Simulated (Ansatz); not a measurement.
One change: `FC(F)(F)C1=CC(C(F)(F)F)=[O+][B-](Cl)(Cl)O1` becomes `C[B-]1(O)OC(C(F)(F)F)=CC(C(F)(F)F)=[O+]1`.

Ansatz, PBE0-D4/def2-TZVP geometries, multiplicity 1. Each molecule was computed in one conformer, which needn't be the lowest.

| property | `FC(F)(F)C1=CC(C(F)(F)F)=[O+][B-](Cl)(Cl)O1` |
| --- | --- |
| size of the dipole moment (B3LYP/def2-TZVPP) / D | 4.42 |
| HOMO–LUMO gap (ωB97M-V/def2-TZVPP) / eV | 8.73 |
| HOMO energy (ωB97M-V/def2-TZVPP) / eV | -10.72 |
| size of the dipole moment (ωB97M-V/def2-TZVPP) / D | 4.57 |
| LUMO energy (PBE/def2-TZVPP) / eV | -4.80 |
| HOMO energy (B3LYP/def2-TZVPP) / eV | -8.21 |

**Question.** What does the change do to each property? (Best estimate.)

**Answer.** The calculation gave: 
| property | `C[B-]1(O)OC(C(F)(F)F)=CC(C(F)(F)F)=[O+]1` | shift |
| --- | --- | --- |
| size of the dipole moment (B3LYP/def2-TZVPP) / D | 2.82 | -1.60 |
| HOMO–LUMO gap (ωB97M-V/def2-TZVPP) / eV | 9.16 | 0.43 |
| HOMO energy (ωB97M-V/def2-TZVPP) / eV | -10.51 | 0.21 |
| size of the dipole moment (ωB97M-V/def2-TZVPP) / D | 2.85 | -1.72 |
| LUMO energy (PBE/def2-TZVPP) / eV | -4.26 | 0.54 |
| HOMO energy (B3LYP/def2-TZVPP) / eV | -8.14 | 0.07 |

With PBE0 the HOMO rises by 0.15 eV and the LUMO rises by 0.63 eV, so the gap widens by about 0.48 eV. PBE moves the HOMO by 0.05 eV and ωB97M-V by 0.21 eV. Dipoles are sizes alone; their direction can turn.

B3LYP here is the variant with VWN-RPA as its local correlation; programs differ in this.
